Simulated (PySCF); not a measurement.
**Fractional electron number in Pb²⁺ (lead, charge +2)**

The 6s beta orbital of [Xe] 4f14 5d10 6s2 is emptied in steps (occupation f), with all orbitals relaxed, ending at [Xe] 4f14 5d10 6s1. Calculation: PySCF 2.14, in def2-SVP with the def2 core potential (60 electrons) (4s4p2d, 26 functions); a scalar-relativistic core potential. The exact energy is a straight line in f; departures are measured from the line between the end points of the same method.

```json
{"f": "1", "UHF (eV)": "0.000", "LDA (eV)": "0.000", "PBE (eV)": "0.000", "PBE0 (eV)": "0.000", "r2SCAN (eV)": "0.000", "LC-wPBE (eV)": "0.000", "BHandHLYP (eV)": "0.000", "wB97X (eV)": "0.000", "MN15 (eV)": "0.000", "B3LYP (eV)": "0.000"}
{"f": "0.8", "UHF (eV)": "0.048", "LDA (eV)": "-0.764", "PBE (eV)": "-0.758", "PBE0 (eV)": "-0.552", "r2SCAN (eV)": "-0.686", "LC-wPBE (eV)": "-0.100", "BHandHLYP (eV)": "-0.369", "wB97X (eV)": "-0.173", "MN15 (eV)": "-0.424", "B3LYP (eV)": "-0.607"}
{"f": "0.6", "UHF (eV)": "0.070", "LDA (eV)": "-1.148", "PBE (eV)": "-1.140", "PBE0 (eV)": "-0.830", "r2SCAN (eV)": "-1.030", "LC-wPBE (eV)": "-0.151", "BHandHLYP (eV)": "-0.556", "wB97X (eV)": "-0.258", "MN15 (eV)": "-0.629", "B3LYP (eV)": "-0.914"}
{"f": "0.4", "UHF (eV)": "0.069", "LDA (eV)": "-1.149", "PBE (eV)": "-1.143", "PBE0 (eV)": "-0.832", "r2SCAN (eV)": "-1.029", "LC-wPBE (eV)": "-0.153", "BHandHLYP (eV)": "-0.559", "wB97X (eV)": "-0.255", "MN15 (eV)": "-0.619", "B3LYP (eV)": "-0.917"}
{"f": "0.2", "UHF (eV)": "0.045", "LDA (eV)": "-0.766", "PBE (eV)": "-0.764", "PBE0 (eV)": "-0.555", "r2SCAN (eV)": "-0.685", "LC-wPBE (eV)": "-0.103", "BHandHLYP (eV)": "-0.376", "wB97X (eV)": "-0.166", "MN15 (eV)": "-0.404", "B3LYP (eV)": "-0.613"}
{"f": "0", "UHF (eV)": "0.000", "LDA (eV)": "0.000", "PBE (eV)": "0.000", "PBE0 (eV)": "0.000", "r2SCAN (eV)": "0.000", "LC-wPBE (eV)": "0.000", "BHandHLYP (eV)": "0.000", "wB97X (eV)": "0.000", "MN15 (eV)": "0.000", "B3LYP (eV)": "0.000"}
```

| method | E(f=0) − E(f=1) (eV) | −ε at f=1 (eV) | −ε at f=0.4 (eV) |
| --- | --- | --- | --- |
| UHF | 29.784 | 30.089 | 29.720 |
| LDA | 32.581 | 27.812 | 33.535 |
| PBE | 32.095 | 27.372 | 33.033 |
| PBE0 | 31.753 | 28.308 | 32.439 |
| r2SCAN | 31.857 | 27.576 | 32.721 |
| LC-wPBE | 31.559 | 30.934 | 31.676 |
| BHandHLYP | 31.494 | 29.200 | 31.941 |
| wB97X | 31.756 | 30.672 | 31.991 |
| MN15 | 32.236 | 29.570 | 32.810 |
| B3LYP | 32.050 | 28.264 | 32.798 |

Orbital energy along the path (eV):

```csv
f,UHF,LDA,PBE,PBE0,r2SCAN,LC-wPBE,BHandHLYP,wB97X,MN15,B3LYP
1,-30.089,-27.812,-27.372,-28.308,-27.576,-30.934,-29.200,-30.672,-29.570,-28.264
0.8,-29.958,-29.709,-29.243,-29.676,-29.277,-31.180,-30.103,-31.110,-30.665,-29.764
0.6,-29.835,-31.618,-31.130,-31.053,-31.005,-31.426,-31.016,-31.552,-31.752,-31.275
0.4,-29.720,-33.535,-33.033,-32.439,-32.721,-31.676,-31.941,-31.991,-32.810,-32.798
0.2,-29.611,-35.454,-34.951,-33.833,-34.428,-31.938,-32.886,-32.409,-33.803,-34.338
0,-29.510,-37.370,-36.871,-35.221,-36.135,-32.216,-33.865,-32.719,-34.684,-35.900
```

Reference removal energy between the ground levels: 31.937 eV (measured; NIST Atomic Spectra Database, ionization energies). UHF lacks correlation.
